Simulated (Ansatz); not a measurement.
Abridged output of a molecular run in Ansatz:

```
Functional definition: HF
1386 factors; integrals over basis functions are off by at most 9.5e-4 eV
mean field evaluation 1: about -20191.8415 eV, gradient 3.4e1 eV
mean field evaluation 2: about -20192.1261 eV, gradient 3.4e1 eV
mean field evaluation 4: about -20195.8690 eV, gradient 4.6e0 eV
mean field evaluation 8: about -20195.9818 eV, gradient 4.2e-1 eV
mean field evaluation 16: about -20195.9832 eV, gradient 2.7e-6 eV
mean field -20195.98320618 eV, -742.1886934978 hartree, gradient 2.7e-6 eV, S^2 0.000000; 0 other end points of the search recorded, 0 dependent functions left out
13 core orbitals not correlated: weight in the atoms' cores, before any rotation towards them, 1.000 or more for the frozen orbitals, at most 0.000 for the correlated occupied ones
reference -20195.98320618 eV, -742.1886934978 hartree; 12, 12 occupied and 208, 208 virtual orbitals, 1386 factors
second order -17.84099700 eV of doubles, -0.00000000 eV of singles
cycle   1  -18.30239497 eV  change   -4.6e-1 eV  update   1.1e-1
cycle   2  -18.87011186 eV  change   -5.7e-1 eV  update   3.5e-2
cycle   3  -18.98774766 eV  change   -1.2e-1 eV  update   1.8e-2
cycle   4  -18.97697404 eV  change    1.1e-2 eV  update   5.8e-3
cycle   5  -18.97617537 eV  change    8.0e-4 eV  update   3.1e-3
cycle   6  -18.97634444 eV  change   -1.7e-4 eV  update   9.8e-4
cycle   7  -18.97595186 eV  change    3.9e-4 eV  update   4.1e-4
cycle   8  -18.97601335 eV  change   -6.1e-5 eV  update   1.4e-4
cycle   9  -18.97606291 eV  change   -5.0e-5 eV  update   5.9e-5
cycle  10  -18.97603814 eV  change    2.5e-5 eV  update   2.1e-5
perturbative correction -0.99787534 eV, -0.0366712422 hartree
Total energy: -20215.95711965 eV, -742.9227212791 hartree
```

Its atoms:

Z-matrix (Å, degrees):
```
B
S 1 1.762
H 1 1.192 2 120.5
H 1 1.193 2 116.2 3 -179.9
C 2 1.748 1 104.8 3 -0.1
Al 5 1.861 2 164.1 1 -0.1
C 5 1.367 2 127.7 1 179.9
H 6 1.568 5 157.9 2 0.0
H 7 1.088 5 128.2 2 0.0
```

Question: Which basis set was used?
A. cc-pV(Q+d)Z
B. def2-SVP
C. def2-TZVPP
D. def2-SVPD

Answer: C. It gives 233 functions.

Question: Write the keys of the input that set method, charge and spin (a neutral closed shell needs none for the last two).

Answer: 
```yaml
correlation: {method: ccsd_t}
```
